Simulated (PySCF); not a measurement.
**Structure elucidation problem**

Molecular formula: C5H10ClNSi2. Simulated spectra:

¹H NMR (500 MHz, computed): δ 6.29 (m, 1H), 6.04 (m, 1H), 5.74 (m, 1H), 4.23 (s, 3H), 4.06 (m, 3H), 3.98 (m, 1H).

¹³C{¹H} NMR (computed): δ 138.2 (CH), 125.8 (CH2), 124.3 (C), 53.0 (CH), 33.4 (C).

In vacuum, fast rotation and ring inversion assumed for equivalent nuclei, non-relativistic, single conformer. Shielding tensors at PBE0/pcSseg-1 (GIAO); coordinates at the GFN2-xTB level; PySCF 2.14.

Shifts are taken against calculated references (same method and geometry level): ¹H (σref 31.72), ¹³C (σref 186.93) vs TMS.

Question: Which candidate is it?
A. C#C[Si@](Cl)([SiH2]N)C(=C)C
B. C=C[C@@]([SiH3])(C#N)[C@@H]([SiH3])Cl
C. C=C(C#N)[SiH2][Si](C)(C)Cl

Answer: B. 

Rings plus π bonds: 3 (no ring in the answer). 5 carbon signals for 5 carbons: no two carbons are equivalent. Carbon types of the structure: 2 × C, 2 × CH, 1 × CH2, leaving 6 H on heteroatoms. δC 138.2: alkene CH; as expected for a trigonal carbon in a double bond. δC 125.8: terminal =CH2 carbon; an sp2 carbon of a C=C bond. δC 124.3: nitrile carbon; this is the usual window of a C≡N carbon, which has no attached hydrogen. δC 53.0: sp3 CH bonded to Cl and Si; the inductive effect lowers its shielding. δH 3.98: hydrogen on an sp3 CH bonded to Cl and Si; its carbon carries Cl, an electronegative neighbour.

The others: C#C[Si@](Cl)([SiH2]N)C(=C)C has carbons computed at 152.9, 135.4, 106.7, 89.0, 25.6, with a different DEPT pattern; C=C(C#N)[SiH2][Si](C)(C)Cl would give 4 carbon signals, not 5.

Carbons that carry Cl, above all several Cl atoms, come out too deshielded, partly because spin–orbit coupling is missing. Shifts are as computed. Against solution values, carbons near 30 ppm lie about +3 ppm off and those near 130 ppm about +5 ppm; carbons on Cl a further +6 ppm. Of 1309 compounds with measured shifts, 239 miss one by over three times the rms of a fit or turn the order of signals round; such compounds aren't used in these exercises. No couplings were computed; multiplicities are counted from neighbouring protons, with m where these are inequivalent, close in shift, in a saturated or five-membered ring or joined by F or P, and br s for small geminal =CH2 splittings.
